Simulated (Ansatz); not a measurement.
Complex (SMILES): C (CH4) with [H][H] (H2), atoms 1 to 5 the first; geometry from B3LYP-D3(BJ)/def2-TZVP, monomers rigid:
```xyz
7

C     -0.1244    -0.1244     0.1342
H      0.5271     0.4868     0.7574
H     -0.8183    -0.6760     0.7670
H      0.4773    -0.8263    -0.4418
H     -0.6845     0.5170    -0.5450
H      1.8534     1.4427    -1.6637
H      2.3267     1.8195    -2.0969
```

How fast the counterpoise-corrected interaction energy converges with the basis for several methods (Ansatz, an electronic-structure program): deviation from each method's own reference, in kcal/mol. References: HF 0.18 kcal/mol, the value in aug-pcseg-3; MP2 -0.26 kcal/mol, Hartree-Fock in aug-cc-pVQZ plus the correlation part extrapolated as X^-3 from aug-cc-pVTZ and aug-cc-pVQZ; PBE -0.20 kcal/mol, the value in aug-pcseg-3; wB97M-V -0.22 kcal/mol, the value in aug-pcseg-3. Cartesian d functions, on some or all atoms, in 6-31G*, 6-31+G*, 6-31G**; all else is spherical. In correlated methods cores are frozen. No added dispersion term, no relativity. Functionals ending in -V hold VV10 correlation. 

```json
[
 {"basis": "pcseg-0", "functions": "21", "HF": "-0.01", "MP2": "0.33", "PBE": "(withheld)", "wB97M-V": "-0.07"},
 {"basis": "def2-SV(P)", "functions": "26", "HF": "0.02", "MP2": "0.33", "PBE": "(withheld)", "wB97M-V": "0.08"},
 {"basis": "6-31G*", "functions": "27", "HF": "0.00", "MP2": "0.31", "PBE": "(withheld)", "wB97M-V": "0.00"},
 {"basis": "6-31+G*", "functions": "31", "HF": "0.02", "MP2": "0.32", "PBE": "(withheld)", "wB97M-V": "0.00"},
 {"basis": "6-31G**", "functions": "45", "HF": "-0.01", "MP2": "0.25", "PBE": "(withheld)", "wB97M-V": "-0.03"},
 {"basis": "6-311+G**", "functions": "58", "HF": "0.00", "MP2": "0.22", "PBE": "(withheld)", "wB97M-V": "-0.04"},
 {"basis": "def2-TZVP", "functions": "67", "HF": "0.00", "MP2": "0.19", "PBE": "(withheld)", "wB97M-V": "-0.01"},
 {"basis": "def2-SVPD", "functions": "68", "HF": "0.01", "MP2": "0.11", "PBE": "(withheld)", "wB97M-V": "0.04"},
 {"basis": "pcseg-2", "functions": "114", "HF": "0.00", "MP2": "0.13", "PBE": "(withheld)", "wB97M-V": "0.01"},
 {"basis": "def2-TZVPPD", "functions": "139", "HF": "0.00", "MP2": "0.05", "PBE": "(withheld)", "wB97M-V": "0.00"},
 {"basis": "def2-QZVPPD", "functions": "261", "HF": "0.00", "MP2": "0.03", "PBE": "(withheld)", "wB97M-V": "0.00"},
 {"basis": "aug-pcseg-3", "functions": "379", "HF": "0.00", "MP2": "0.02", "PBE": "(withheld)", "wB97M-V": "0.00"}
]
```

Task: What belongs in the gaps?

Result: 
- pcseg-0, PBE: 0.02
- def2-SV(P), PBE: 0.02
- 6-31G*, PBE: 0.04
- 6-31+G*, PBE: 0.04
- 6-31G**, PBE: 0.02
- 6-311+G**, PBE: 0.01
- def2-TZVP, PBE: 0.01
- def2-SVPD, PBE: 0.00
- pcseg-2, PBE: 0.01
- def2-TZVPPD, PBE: 0.00
- def2-QZVPPD, PBE: 0.00
- aug-pcseg-3, PBE: 0.00

Mean absolute deviation over 6-311+G**, def2-TZVP, pcseg-2, def2-TZVPPD: HF 0.00, PBE 0.01, wB97M-V 0.02, MP2 0.15 kcal/mol.
